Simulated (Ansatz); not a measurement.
Born–Oppenheimer molecular dynamics of BClF2H2O (7 atoms, charge 0, multiplicity 1). It starts at the highest image of a converged band, a first-order saddle point between two minima.

These are results of RHF/def2-SVP (Ansatz), not measurements.

```yaml
ensemble: NVE (velocity Verlet)
time_step: 0.5 fs
steps_asked: 200
starting_velocities_drawn_for: 300 K
seed: 10838
```

First frame:

```xyz
7
Properties=species:S:1:pos:R:3
B -0.007 0.083 0.104
O -0.004 -0.030 1.561
H -0.818 -0.366 1.923
F 1.123 -0.139 -0.491
F -1.151 -0.161 -0.474
Cl 0.043 2.387 0.639
H 0.055 1.111 1.633
```

Q: How far do the bonds stretch over the last three quarters of this one trajectory? (Pairs bonded in most of those frames.)

A: 
```json
{"bond": "B1–O2", "mean (Å)": "1.340", "spread (Å)": "0.018", "shortest": "1.31", "longest": "1.37"}
{"bond": "B1–F4", "mean (Å)": "1.309", "spread (Å)": "0.030", "shortest": "1.26", "longest": "1.36"}
{"bond": "B1–F5", "mean (Å)": "1.319", "spread (Å)": "0.015", "shortest": "1.29", "longest": "1.35"}
{"bond": "O2–H3", "mean (Å)": "0.947", "spread (Å)": "0.003", "shortest": "0.94", "longest": "0.95"}
{"bond": "Cl6–H7", "mean (Å)": "1.308", "spread (Å)": "0.097", "shortest": "1.16", "longest": "1.44"}
```

Mean temperature of the second half: 2168 K. The conserved energy stayed within 0.72 meV per atom of its start (net change 0.32 meV per atom), so the integration is sound. The kinetic energy rose, since the run started high on the potential surface and went downhill. It ends in pieces (BF2HO + ClH), so much of that is their flight and rotation, not heat. A run of 0.1 ps of so small a system gives no equilibrium averages. The orbitals stay closed-shell, which can raise the energy where a bond breaks towards radicals; this wasn't checked here.

The run took 3.4 min on 1 thread of Arm Neoverse V2 (shared host), peak memory 0.14 GiB.
